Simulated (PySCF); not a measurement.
# `[SiH3]N1[SiH2][C@@H](C)[Si@@H]1Br`, C$_{2}$H$_{10}$BrNSi$_{3}$

Molfile (atoms numbered from 1):
```
C2H10BrNSi3
     RDKit          3D

 17 17  0  0  0  0  0  0  0  0999 V2000
   -2.5645   -0.3354    0.1975 C   0  0  0  0  0  0  0  0  0  0  0  0
   -1.3030   -0.1431   -0.6316 C   0  0  2  0  0  0  0  0  0  0  0  0
    0.1597   -1.3549   -0.3206 Si  0  0  0  0  0  4  0  0  0  0  0  0
    1.0982    0.0674    0.1200 N   0  0  0  0  0  0  0  0  0  0  0  0
    2.7614    0.2753    0.5685 Si  0  0  0  0  0  4  0  0  0  0  0  0
   -0.1339    1.2728   -0.1161 Si  0  0  1  0  0  4  0  0  0  0  0  0
    0.4175    2.6230   -1.7778 Br  0  0  0  0  0  0  0  0  0  0  0  0
   -3.0786   -1.2501   -0.0956 H   0  0  0  0  0  0  0  0  0  0  0  0
   -2.3284   -0.4060    1.2577 H   0  0  0  0  0  0  0  0  0  0  0  0
   -3.2546    0.4972    0.0589 H   0  0  0  0  0  0  0  0  0  0  0  0
   -1.5901   -0.0865   -1.6843 H   0  0  0  0  0  0  0  0  0  0  0  0
   -0.0140   -2.2419    0.8254 H   0  0  0  0  0  0  0  0  0  0  0  0
    0.7051   -2.0207   -1.4991 H   0  0  0  0  0  0  0  0  0  0  0  0
    3.2894   -1.0752    0.7337 H   0  0  0  0  0  0  0  0  0  0  0  0
    3.4436    1.0185   -0.4922 H   0  0  0  0  0  0  0  0  0  0  0  0
    2.7771    1.0413    1.8181 H   0  0  0  0  0  0  0  0  0  0  0  0
   -0.3918    2.1304    1.0275 H   0  0  0  0  0  0  0  0  0  0  0  0
  1  2  1  0
  2  3  1  0
  3  4  1  0
  4  5  1  0
  4  6  1  0
  6  7  1  0
  6  2  1  0
  1  8  1  0
  1  9  1  0
  1 10  1  0
  2 11  1  6
  3 12  1  0
  3 13  1  0
  5 14  1  0
  5 15  1  0
  5 16  1  0
  6 17  1  1
M  END
```

Theory: PySCF, TDDFT CAM-B3LYP/def2-SVPD circular dichroism and optical rotation, one conformer, gas phase. Geometry: GFN2-xTB.

The calculation is non-relativistic, which matters for the atoms heavier than Zn.

Stereocentres: C2 R, Si6 S.

(1) Give the optical rotatory dispersion at 633, 589.3, 546, 436, 405, 365, 355 nm.

(2) And for the mirror image at 589.3 nm?

(3) What is the molar rotation [Φ] = [α]·M/100 of the geometry above at 589.3 nm?

## Answers

(1) [α] in deg dm⁻¹ (g/mL)⁻¹:
```
λ (nm)  origin-invariant length gauge  modified velocity gauge  length gauge (centre of mass)  isotropic polarisability (au)
   633                         +101.7                   +102.4                          +99.6                          127.6
 589.3                         +121.4                   +122.2                         +118.9                          128.2
   546                         +147.6                   +148.5                         +144.7                          128.9
   436                         +276.4                   +278.1                         +271.5                          131.7
   405                         +347.5                   +349.7                         +341.6                          133.1
   365                         +493.5                   +496.7                         +485.9                          135.4
   355                         +545.8                   +549.2                         +537.6                          136.1
```

(2) -121.4 deg dm⁻¹ (g/mL)⁻¹ (origin-invariant length gauge): the same size and the opposite sign.

(3) With M = 212.27 g/mol, +257.7 deg cm² dmol⁻¹ (origin-invariant length gauge).

The first excitation lies at 5.96 eV (208 nm) with R = +15.3 × 10⁻⁴⁰ esu² cm² (velocity form).
